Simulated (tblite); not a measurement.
Species: C5H2FO3S (doublet state).
SMILES with atom numbers: `[O:1]=[CH:2][O:3][C:4]1=[C:5][S:6][C@H:7]([F:8])[C:9]1=[O:10]` (hydrogens: H11 on C2; H12 on C7)

A start from a force field or distance geometry was refined with GFN2-xTB geometry optimisation, gas phase in tblite 0.8.0. Values at the start:

```
  coordinate    start
       O1=C2  1.261 Å
       C2–O3  1.349 Å
      C2–H11  1.082 Å
       O3–C4  1.430 Å
       C4=C5  1.296 Å
       C4–C9  1.419 Å
       C5–S6  1.779 Å
       S6–C7  1.833 Å
       C7–F8  1.396 Å
       C7–C9  1.477 Å
      C7–H12  1.084 Å
      C9=O10  1.278 Å
    O1–C2–O3   120.0°
    C2–O3–C4   122.4°
    C4–C5–S6   108.6°
    C4–C9–C7   114.0°
   C4–C9–O10   124.5°
    C5–S6–C7    94.2°
    S6–C7–F8   105.9°
    S6–C7–C9    99.2°
 C2–O3–C4–C5      58°
 O3–C4–C9–C7    -161°
 C5–S6–C7–F8     139°
S6–C7–C9–O10     153°
```

Problem. How do these coordinates change at the GFN2-xTB level?

Solution. 
```tsv
coordinate	GFN2-xTB (Å or °)	change
C5–S6	1.683	-0.096
C9=O10	1.201	-0.077
C7–C9	1.545	+0.068
O1=C2	1.201	-0.060
O3–C4	1.377	-0.053
C7–F8	1.349	-0.047
C4=C5	1.342	+0.046
C4–C9	1.461	+0.042
S6–C7	1.869	+0.036
C2–O3	1.319	-0.030
C2–H11	1.098	+0.016
C7–H12	1.097	+0.013
C4–C5–S6	117.6	+9.0
C2–O3–C4	113.5	-8.9
S6–C7–C9	107.3	+8.1
C4–C9–C7	108.2	-5.8
O1–C2–O3	124.8	+4.8
S6–C7–F8	110.7	+4.8
C4–C9–O10	128.4	+3.9
C5–S6–C7	91.1	-3.1
C2–O3–C4–C5	0	-58
S6–C7–C9–O10	177	+24
O3–C4–C9–C7	-177	-16
C5–S6–C7–F8	126	-13
```

The energy falls by 31.5 kcal/mol over 91 L-BFGS steps, the largest force on an atom goes from 7.16 to 0.009 eV/Å, and the atoms move by 0.491 Å rms after alignment. The bond that changes most is C5–S6 (ends: carbon bonded to C and S; sulfur bonded to 2 C), which shortens by 0.096 Å. Bonds longer at the end by more than 0.005 Å: 6 of 12; shorter: 6. Among the dihedrals that turn most is C2–O3–C4–C9, from -119° to -179°. Rotational constants go from 2193, 833.4, 672.8 to 2080, 922.8, 659.6 MHz.

Hardware: an Arm Neoverse V1 with one thread, shared host with 64 logical CPUs at a one-minute load of 26. Cost: 0.65 s wall.

Its GFN2-xTB frequencies are all real (lowest 39 cm⁻¹). 3 starts were optimised and ended at 0.00, 0.00 and 3.02 kcal/mol (GFN2-xTB); the lowest of these is shown.

One conformer stands for the species.

These are computed values.
